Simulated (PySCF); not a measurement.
Method: PBE-D3(BJ)/def2-TZVP // PBE0-D3(BJ)/def2-TZVP in PySCF. Isolated molecules, 0 K electronic values unless said otherwise. One relaxed conformer stands for a flexible species; it need not be the lowest. Excitations are Tamm–Dancoff values on a coarser integration grid. The basis has no diffuse functions, so Rydberg states are missing or too high.

Reference species (SMILES): `SC1CC1` (H–S–C–C torsion 37°) (neutral, multiplicity 1).

The HOMO–LUMO gap comes out as 4.78 eV, the S1–T1 gap (TDA) comes out as 0.48 eV and the T1 excitation (TDA) is 4.47 eV. The S1 oscillator strength comes out as 0.001.

After one change: the HOMO–LUMO gap falls by 0.27 eV; the S1–T1 gap (TDA) increases by 0.76 eV; the T1 excitation (TDA) decreases by 0.65 eV; the S1 oscillator strength hardly moves.

**Question.** What was changed between the two runs? The new species is one of these.
(A) `CC(C)=S`
(B) `C/C=C\S` (C–C–S–H torsion 0°)
(C) `C=CCS` (C–C–C–S torsion -119°, C–C–S–H torsion 57°)
(D) `CCC=S` (C–C–C–S torsion 120°)

**Answer.** B, `C/C=C\S` (C–C–S–H torsion 0°)
